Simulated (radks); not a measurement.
The numbers below are computed, except where a source is named.
Question: Valence configurations of the europium ion Eu+ (all share [Xe]). Code: a radial shooting solver on a logarithmic mesh with Libxc functionals. Model: scalar-relativistic Kohn-Sham, PBE, spin-polarised, spherical densities, point nucleus; open shells are filled with parallel spins first (spin-orbit coupling, left out, can overturn this in heavy ions). Order these by energy: 4f7 6s0.5 6p0.5; 4f7 6s1; 4f7 6p1; 4f7.5 6s0.5; 4f6 5d1.5 6s0.5; 4f6.5 6s1.5; 4f6.5 6p1.5; 4f5.5 5d1 6p1.5; 4f8; 4f6 5d1 6s1.

Answer: From the lowest, in eV above it: 4f7 6s1 0.000; 4f7 6s0.5 6p0.5 1.645; 4f6.5 6s1.5 1.958; 4f7.5 6s0.5 2.189; 4f7 6p1 3.283; 4f6 5d1 6s1 4.890; 4f8 5.024; 4f6 5d1.5 6s0.5 5.232; 4f6.5 6p1.5 6.811; 4f5.5 5d1 6p1.5 14.935. NIST lists [Xe] 4f7 6s1 as the ground configuration; this level of theory agrees among the configurations tried. The energies are those of spherical high-spin densities, not of single terms.
